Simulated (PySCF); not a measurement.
H₅Si₂, SMILES [SiH2][SiH3], multiplicity 2. The structure is a stationary point at PBE-D3(BJ)/def2-TZVP. The isomer is the one that the SMILES or the coordinates give; other isomers of the formula were not compared.

Task: Give the equilibrium geometry at PBE-D3(BJ)/def2-TZVP (PySCF confirms it by a frequency run) as bond lengths and angles, and its point group. (Estimate from the structure and the level; the computed values follow.)

Result: point group Cs.
Atoms: Si1 Si2 H3 H4 H5 H6 H7. Bonds (Å): Si1–Si2 2.331, Si1–H3 1.499, Si1–H4 1.499, Si2–H5 1.496, Si2–H6 1.496, Si2–H7 1.500. Bond angles (°): Si2–Si1–H3 114.5, Si2–Si1–H4 114.5, H3–Si1–H4 109.8, Si1–Si2–H5 109.1, Si1–Si2–H6 109.1, Si1–Si2–H7 112.8, H5–Si2–H6 109.0, H5–Si2–H7 108.4, H6–Si2–H7 108.4.
Charge 0, spin multiplicity 2.
